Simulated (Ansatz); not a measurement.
# Molecular dynamics of Cl$_{3}$FGeH$_{2}$

Input file:

```yaml
crystal:
  periodic: [false, false, false]
  atoms:
    - { symbol: Ge, position_ang: [-0.236327, 3.4e-05, -0.071723] }
    - { symbol: F, position_ang: [-0.051874, -0.000186, 1.902452] }
    - { symbol: H, position_ang: [1.293753, 0.000113, -0.093349] }
    - { symbol: Cl, position_ang: [-0.781606, 1.82276, -1.051374] }
    - { symbol: Cl, position_ang: [-0.781567, -1.822786, -1.051189] }
    - { symbol: Cl, position_ang: [-2.476031, 0.000155, 1.127576] }
    - { symbol: H, position_ang: [-1.186948, -9.0e-05, 1.982407] }
basis:
  gaussian: { orbitals: def2-SVP }
hamiltonian:
  xc: pbe0
md:
  timestep: 0.5
  n_steps: 200
  ensemble: nve
  temperature: 300.0
  initial_velocities: maxwell_boltzmann
  seed: 2482
```

Command:

```bash
$ ansatz run input.yaml --threads 2 --pin off --max-ram 3072MiB --backend cpu --events-out ev --progress --plain --runs-dir out
```

It starts at the highest image of a converged band, a first-order saddle point between two minima.

Output, in part (one step line in 7, the closing report, with atoms numbered from 0):

```
md step     0: t =     0.00 fs  T =   300.0 K  F+E_penalty+E_count = -96794.98254289 eV  E_kin = 0.193890 eV  conserved = -96794.78865289 eV  (26 SCF iters)
md step     7: t =     3.50 fs  T =   280.2 K  F+E_penalty+E_count = -96794.96974458 eV  E_kin = 0.181111 eV  conserved = -96794.78863371 eV  (24 SCF iters)
md step    14: t =     7.00 fs  T =   238.7 K  F+E_penalty+E_count = -96794.94288700 eV  E_kin = 0.154282 eV  conserved = -96794.78860500 eV  (24 SCF iters)
md step    21: t =    10.50 fs  T =   207.4 K  F+E_penalty+E_count = -96794.92266304 eV  E_kin = 0.134071 eV  conserved = -96794.78859161 eV  (27 SCF iters)
md step    28: t =    14.00 fs  T =   201.9 K  F+E_penalty+E_count = -96794.91909840 eV  E_kin = 0.130498 eV  conserved = -96794.78860039 eV  (24 SCF iters)
md step    35: t =    17.50 fs  T =   212.9 K  F+E_penalty+E_count = -96794.92622555 eV  E_kin = 0.137606 eV  conserved = -96794.78861921 eV  (25 SCF iters)
md step    42: t =    21.00 fs  T =   221.2 K  F+E_penalty+E_count = -96794.93161377 eV  E_kin = 0.142993 eV  conserved = -96794.78862106 eV  (24 SCF iters)
md step    49: t =    24.50 fs  T =   225.0 K  F+E_penalty+E_count = -96794.93405145 eV  E_kin = 0.145440 eV  conserved = -96794.78861183 eV  (24 SCF iters)
md step    56: t =    28.00 fs  T =   234.4 K  F+E_penalty+E_count = -96794.94011965 eV  E_kin = 0.151523 eV  conserved = -96794.78859714 eV  (25 SCF iters)
md step    63: t =    31.50 fs  T =   266.4 K  F+E_penalty+E_count = -96794.96073683 eV  E_kin = 0.172148 eV  conserved = -96794.78858871 eV  (24 SCF iters)
md step    70: t =    35.00 fs  T =   329.4 K  F+E_penalty+E_count = -96795.00149120 eV  E_kin = 0.212896 eV  conserved = -96794.78859508 eV  (24 SCF iters)
md step    77: t =    38.50 fs  T =   418.4 K  F+E_penalty+E_count = -96795.05902782 eV  E_kin = 0.270404 eV  conserved = -96794.78862356 eV  (24 SCF iters)
md step    84: t =    42.00 fs  T =   511.6 K  F+E_penalty+E_count = -96795.11928631 eV  E_kin = 0.330672 eV  conserved = -96794.78861398 eV  (25 SCF iters)
md step    91: t =    45.50 fs  T =   600.6 K  F+E_penalty+E_count = -96795.17680149 eV  E_kin = 0.388172 eV  conserved = -96794.78862913 eV  (25 SCF iters)
md step    98: t =    49.00 fs  T =   682.6 K  F+E_penalty+E_count = -96795.22980724 eV  E_kin = 0.441174 eV  conserved = -96794.78863367 eV  (24 SCF iters)
md step   105: t =    52.50 fs  T =   769.2 K  F+E_penalty+E_count = -96795.28574534 eV  E_kin = 0.497145 eV  conserved = -96794.78859986 eV  (24 SCF iters)
md step   112: t =    56.00 fs  T =   878.4 K  F+E_penalty+E_count = -96795.35629552 eV  E_kin = 0.567720 eV  conserved = -96794.78857552 eV  (27 SCF iters)
md step   119: t =    59.50 fs  T =  1017.5 K  F+E_penalty+E_count = -96795.44621683 eV  E_kin = 0.657618 eV  conserved = -96794.78859861 eV  (24 SCF iters)
md step   126: t =    63.00 fs  T =  1172.2 K  F+E_penalty+E_count = -96795.54627165 eV  E_kin = 0.757622 eV  conserved = -96794.78864951 eV  (23 SCF iters)
md step   133: t =    66.50 fs  T =  1315.3 K  F+E_penalty+E_count = -96795.63878011 eV  E_kin = 0.850095 eV  conserved = -96794.78868538 eV  (23 SCF iters)
md step   140: t =    70.00 fs  T =  1421.7 K  F+E_penalty+E_count = -96795.70754350 eV  E_kin = 0.918866 eV  conserved = -96794.78867725 eV  (24 SCF iters)
md step   147: t =    73.50 fs  T =  1486.0 K  F+E_penalty+E_count = -96795.74905013 eV  E_kin = 0.960403 eV  conserved = -96794.78864711 eV  (23 SCF iters)
md step   154: t =    77.00 fs  T =  1518.9 K  F+E_penalty+E_count = -96795.77030781 eV  E_kin = 0.981697 eV  conserved = -96794.78861111 eV  (24 SCF iters)
md step   161: t =    80.50 fs  T =  1546.2 K  F+E_penalty+E_count = -96795.78788903 eV  E_kin = 0.999278 eV  conserved = -96794.78861059 eV  (24 SCF iters)
md step   168: t =    84.00 fs  T =  1582.0 K  F+E_penalty+E_count = -96795.81108599 eV  E_kin = 1.022452 eV  conserved = -96794.78863412 eV  (23 SCF iters)
md step   175: t =    87.50 fs  T =  1629.4 K  F+E_penalty+E_count = -96795.84174060 eV  E_kin = 1.053071 eV  conserved = -96794.78866955 eV  (23 SCF iters)
md step   182: t =    91.00 fs  T =  1673.9 K  F+E_penalty+E_count = -96795.87051337 eV  E_kin = 1.081829 eV  conserved = -96794.78868433 eV  (24 SCF iters)
md step   189: t =    94.50 fs  T =  1702.1 K  F+E_penalty+E_count = -96795.88875284 eV  E_kin = 1.100084 eV  conserved = -96794.78866931 eV  (24 SCF iters)
md step   196: t =    98.00 fs  T =  1711.4 K  F+E_penalty+E_count = -96795.89472851 eV  E_kin = 1.106087 eV  conserved = -96794.78864153 eV  (24 SCF iters)
md step   200: t =   100.00 fs  T =  1710.7 K  F+E_penalty+E_count = -96795.89428316 eV  E_kin = 1.105623 eV  conserved = -96794.78866020 eV  (26 SCF iters)
Total energy: -96795.89430522 eV, -3557.1835051031 hartree
Atom 0 at    -0.584531     0.077598    -0.186750 Å, force     0.417262    -0.202481    -0.162114 eV/Å
Atom 1 at     0.394581    -0.531155     3.189023 Å, force    -0.326988     0.098557    -0.161309 eV/Å
Atom 2 at     0.637312     0.285130     0.706204 Å, force     0.075836    -0.277904    -0.125373 eV/Å
Atom 3 at    -0.697106     1.868117    -1.394373 Å, force    -0.098145    -0.585845    -0.077512 eV/Å
Atom 4 at    -0.594652    -1.869813    -1.213400 Å, force    -0.017137     1.141284     0.346888 eV/Å
Atom 5 at    -2.274253     0.128110     1.125671 Å, force    -0.267562    -0.100857     0.145145 eV/Å
Atom 6 at    -0.497376    -0.307648     3.056751 Å, force     0.216734    -0.072755     0.034275 eV/Å
Dipole moment:    -0.078149     0.095794    -0.002539 e Å
```

All steps were run. The conserved energy stayed within 0.011 meV per atom of its start (net change -0.001 meV per atom), so the integration is sound. The kinetic energy rose, since the run started high on the potential surface and went downhill. It ends in pieces (Cl3GeH + FH), so much of that is their flight and rotation, not heat. A run of 0.1 ps of so small a system gives no equilibrium averages. The orbitals stay closed-shell, which can raise the energy where a bond breaks towards radicals; this wasn't checked here.

Between its relaxed ends the band would form Ge1–Cl6, F2–H7 and break Ge1–F2, Cl6–H7. These pairs go: Ge1–Cl6 2.54 → 2.14 Å, F2–H7 1.14 → 0.93 Å, Ge1–F2 1.98 → 3.57 Å, Cl6–H7 1.55 → 2.66 Å. In the last frame they stand as after the step (other bonds may differ from the relaxed reactants and products). It ends as Cl3GeH + FH. Pairs count as bonded within 1.25 times the sum of covalent radii (0.12 Å more for H–H).

Last frame:

```xyz
7
Properties=species:S:1:pos:R:3
Ge -0.585 0.078 -0.187
F 0.395 -0.531 3.189
H 0.637 0.285 0.706
Cl -0.697 1.868 -1.394
Cl -0.595 -1.870 -1.213
Cl -2.274 0.128 1.126
H -0.497 -0.308 3.057
```

Run time: 6.7 min on 2 threads of Intel(R) Xeon(R) 6975P-C (Granite Rapids) (shared host), peak memory 0.31 GiB.
